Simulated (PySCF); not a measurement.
SMILES F[SiH]([GeH3])F, CAM-B3LYP/def2-SVP optimised geometry. Atoms within 1.6 Å of the plane z = 1.0 Å (x, y, z in Å): Si1 (-1.12, -0.04, 0.00), F2 (-1.64, -0.71, 1.37), F3 (-1.64, 1.49, 0.00), Ge4 (1.25, -0.04, 0.00), H7 (1.77, -1.49, -0.03), H8 (1.77, 0.65, 1.26).

Computed with PySCF with CAM-B3LYP/def2-TZVP.

Map of the deformation density (molecule minus spherical neutral atoms) (e/bohr³) on the plane z = 1.0 Å:

```
|11111111111111111111111111111|
|11111111111111111111111111111|
|11111111111111111111111111111|
|11111111111111111111111111111|
|11111111111111111111111111111|
|11111111111111111111111111111|
|11111111111111111111111111111|
|11111111111111111111111111111|
|11111111111111111111111111111|
|11111111111111111111111111111|
|11111111111111111122221111111|
|11111111110001111135642111111|
|11111111000000111247962111111|
|11111111100001111246752111111|
|11111112332001111123432111111|
|11111123564211111111211111111|
|11111124355211111001111111111|
|11111123334211111011111111111|
|11111122332111111111111111111|
|11111112221111111111111111111|
|11111111111111111111111111111|
|11111111111111111111111111111|
|11111111111111111111111111111|
|11111111111111111111111111111|
|11111111111111111111111111111|
|11111111111111111111111111111|
|11111111111111111111111111111|
|11111111111111111111111111111|
|11111111111111111111111111111|
```
Scale: ten equal steps from -0.014 (start of '0') to 0.065 (end of '9'), in the order '0123456789'; x runs from -4.00 to 4.00, y from -4.00 (bottom) to 4.00 (top).
